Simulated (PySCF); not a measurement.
SiH3F, SMILES F[SiH3]. Geometry optimised at r2SCAN-D4/def2-TZVP.

Computed equilibrium geometry at r2SCAN-D4/def2-TZVP (PySCF confirms it by a frequency run) as bond lengths and angles, and its point group:
point group C3v.
Atoms: Si1 F2 H3 H4 H5. Bond lengths (Å): Si1–F2 1.601, Si1–H3 1.480, Si1–H4 1.480, Si1–H5 1.480. Bond angles (°): F2–Si1–H3 108.4, F2–Si1–H4 108.4, F2–Si1–H5 108.4, H3–Si1–H4 110.5, H3–Si1–H5 110.5, H4–Si1–H5 110.5.
Charge 0, spin multiplicity 1.
